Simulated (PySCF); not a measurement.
# Electron correlation in Ge²⁺ (germanium, charge +2)

[Ar] 3d10 4s2, closed-shell 1S. Calculation: PySCF 2.14, in def2-TZVPPD; the non-relativistic Hamiltonian (point nucleus). Frozen: [Ar] 3d10; 2 electrons correlated.

With two correlated electrons CCSD is exact within the correlated space (frozen core and kept virtual orbitals).

```csv
level,correlation energy (mhartree)
CCSD,-40.18
```

Diagnostics: T1 = 0.0047, D1 = 0.0066, largest double amplitude 0.104.

Question: Is a single reference adequate?

Answer: Mostly. T1 lies below 0.03, but a double amplitude of this size points to a near-degeneracy that CCSD handles and MP2 describes poorly.
